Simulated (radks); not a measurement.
Question: All-electron atom: Sb XXXIX in [Ne] 3s2 3p0.5 4s0.5 (fractional occupations, a model configuration). Calculated with a radial shooting solver on a logarithmic mesh with Libxc functionals: Dirac Kohn-Sham, BLYP, spin-unpolarised, spherical densities, point nucleus; open shells are shared between the two j in proportion to 2j + 1.

Spin-orbit splittings of the eigenvalues, e(l+1/2) - e(l-1/2), with zeta = 2 splitting/(2l+1) and mean radii in bohr:

shell  occ.  splitting (eV)  zeta (eV)  <r> j=l-1/2  <r> j=l+1/2
2p        6               ?          ?       0.1014       0.1066
3p      0.5           66.21      44.14       0.2766       0.2844

Estimate the 2p splitting.

Answer: 260.7 eV (zeta = 173.8 eV).
